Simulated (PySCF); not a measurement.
These compounds are isomers of formula C₃H₇ClOSi₂.

A. SMILES O=C=C(Cl)C[SiH2][SiH3]
B. SMILES O=C(Cl)C=C([SiH3])[SiH3]
C. SMILES C([SiH2]C(=C=O)Cl)[SiH3]

Spectrum 1. 1H NMR (300 MHz, computed): δ 7.42 (s, 1H), 4.41 (s, 3H), 4.34 (s, 3H). 13C{1H} NMR (computed): δ 189.4 (C), 177.8 (C), 155.3 (CH).

Spectrum 2. 1H NMR (300 MHz, computed): δ 4.85 (t, 2H), 4.01 (t, 3H), -0.15 (m, 2H). 13C{1H} NMR (computed): δ 195.3 (C), 30.5 (C), -14.1 (CH2).

Spectrum 3. 1H NMR (300 MHz, computed): δ 4.17 (m, 2H), 3.44 (t, 3H), 1.73 (t, 2H). 13C{1H} NMR (computed): δ 223.8 (C), 65.4 (C), 14.1 (CH2).

Calculated, not measured (PySCF 2.14): GFN2-xTB structure, NMR shieldings at PBE0/pcSseg-1/GIAO. No solvent, rapidly exchanging positions averaged, non-relativistic Hamiltonian, one conformer.

Referencing at the same level of theory: 1H and 13C vs TMS. Where no couplings were computed, multiplicities follow the n + 1 count of equivalent neighbours, and m marks all less simple cases (inequivalent or close neighbours, rings, F or P nearby). Shifts are as computed. Against solution values, carbons near 30 ppm lie about +3 ppm off and those near 130 ppm about +5 ppm; carbons on Cl a further +6 ppm. Of 1211 compounds with measured shifts, 218 miss one by over three times the rms of a fit or turn the order of signals round; such compounds aren't used in these exercises. Carbons bonded to Cl come out too deshielded.

Question: Which spectrum belongs to which compound?

Answer: 1–B, 2–C, 3–A.

- Spectrum 1 (B): 3 13C signals; δC 189.4 is a β carbon of a C=C–C=O unit; δC 155.3 is an α carbon of a C=C–C=O unit.
- Spectrum 2 (C): 3 13C signals; δC -14.1 is an sp3 CH2 bonded to 2 Si; δH -0.15 is the hydrogen on an sp3 CH2 bonded to 2 Si.
- Spectrum 3 (A): 3 13C signals; δH 1.73 is the hydrogen on an allylic sp3 CH2 bonded to Si; δC 223.8 is a central carbon of a ketene.
